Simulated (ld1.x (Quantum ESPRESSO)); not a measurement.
What one change does to a pseudopotential (antimony (Sb), TM)

antimony (Sb), norm-conserving Troullier–Martins (Kleinman–Bylander form), made with ld1.x (Quantum ESPRESSO) 7.5 (PBE, fully relativistic). Core [Kr] 4d10, reference 5s2 5p2.5 (charge +0.5). Waves: 5s (bound): rc 1.90 bohr; 5p (bound): rc 2.10 bohr; 5d channel at 0.35 Ry: rc 2.10 bohr. Local part: all-electron potential smoothed inside 2.00 bohr (lloc = -1). Core correction: a·sin(br)/r model core inside 1.50 bohr.

Open shells are filled in proportion to 2j + 1 (rel_dist='average').

Change: reference 5s2 5p3.

Cutoffs: the cutoffs (Ry, on a coarse ladder) from which the occupation-weighted sum of valence levels, in a spherical-Bessel basis at the reference potential, stays within 10 and 1 mRy of its value at 400 Ry; they do not see the model core or the augmentation charge, which bear on the density cutoff. Errors are all-electron minus pseudo energies relative to the spin-unpolarised reference configuration.

**Question.** What does the change do?

**Answer.** The potential gets neither clearly harder nor softer (21 Ry and 35 Ry → 21 Ry and 35 Ry); the s channel sets the loose cutoff, while the largest relative change is in p, which becomes softer; neither file shows a bound ghost.

```tsv
quantity	base	changed
cutoff, loose	21 Ry	21 Ry
cutoff, tight	35 Ry	35 Ry
loose cutoff by channel (10 mRy a level)	s 12 Ry, p 10 Ry	s 12 Ry, p 8 Ry
bound ghosts	none	none
largest error over its own tests, meV	-361	-96
s: phases at 2.31 bohr within 0.05 rad from the reference energy up to (Ry; the scan ends near 5)	0.1	0.4
p1/2: phases at 2.31 bohr within 0.05 rad from the reference energy up to (Ry; the scan ends near 5)	2.1	2.3
p3/2: phases at 2.31 bohr within 0.05 rad from the reference energy up to (Ry; the scan ends near 5)	1.7	1.9
d3/2: phases at 2.31 bohr within 0.05 rad from the reference energy up to (Ry; the scan ends near 5)	0.9	0.9
d5/2: phases at 2.31 bohr within 0.05 rad from the reference energy up to (Ry; the scan ends near 5)	0.9	0.9
```
